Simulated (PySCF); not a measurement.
**Working with the constants of RbAl⁺**

UHF-CCSD(T) constants of RbAl⁺, ²Σ⁺ (doublet), unpaired electrons σ ↑ (basis Rb def2-SVP with ECP28, Al def2-SVP; scalar-relativistic core potentials; PySCF 2.14; masses 84.9118 and 26.9815 u):

- ωe: 74.9 cm⁻¹
- ωexe: 0.553 cm⁻¹
- Be: 0.048215 cm⁻¹
- αe: 0.000458 cm⁻¹
- D (centrifugal): 8e-08 cm⁻¹
- De to Rb⁺ + Al: 0.418 eV

**Question.** Give the vibrational terms G(v) and spacings up to v = 6.

**Answer.** G(v) = ωe(v+½) − ωexe(v+½)².

```json
{"v": "0", "G(v) (cm⁻¹)": "37.3", "G(v) − G(v−1)": "", "Bv (cm⁻¹)": "0.04799"}
{"v": "1", "G(v) (cm⁻¹)": "111.1", "G(v) − G(v−1)": "73.8", "Bv (cm⁻¹)": "0.04753"}
{"v": "2", "G(v) (cm⁻¹)": "183.8", "G(v) − G(v−1)": "72.7", "Bv (cm⁻¹)": "0.04707"}
{"v": "3", "G(v) (cm⁻¹)": "255.4", "G(v) − G(v−1)": "71.6", "Bv (cm⁻¹)": "0.04661"}
{"v": "4", "G(v) (cm⁻¹)": "325.9", "G(v) − G(v−1)": "70.5", "Bv (cm⁻¹)": "0.04615"}
{"v": "5", "G(v) (cm⁻¹)": "395.2", "G(v) − G(v−1)": "69.4", "Bv (cm⁻¹)": "0.04570"}
{"v": "6", "G(v) (cm⁻¹)": "463.5", "G(v) − G(v−1)": "68.3", "Bv (cm⁻¹)": "0.04524"}
```

**Question.** How well does the Morse estimate ωe²/(4ωexe) reproduce De, and what is D0?

**Answer.** It gives 0.314 eV, 75 % of the computed De. D0 = De − G(0) = 0.418 − 0.005 = 0.413 eV.

Correlated steps freeze 5 core orbitals. Correlated levels converge slowly with the basis: in double zeta they bind strong bonds too weakly, by up to about 1 eV, and carry superposition errors of some tenths. Spin–orbit coupling is left out. For an ion De counts to the pair picked by the measured ionisation energies or electron affinities, which need not be the lowest pair at this level. The state was picked by a PBE0 search and need not be the measured ground state.
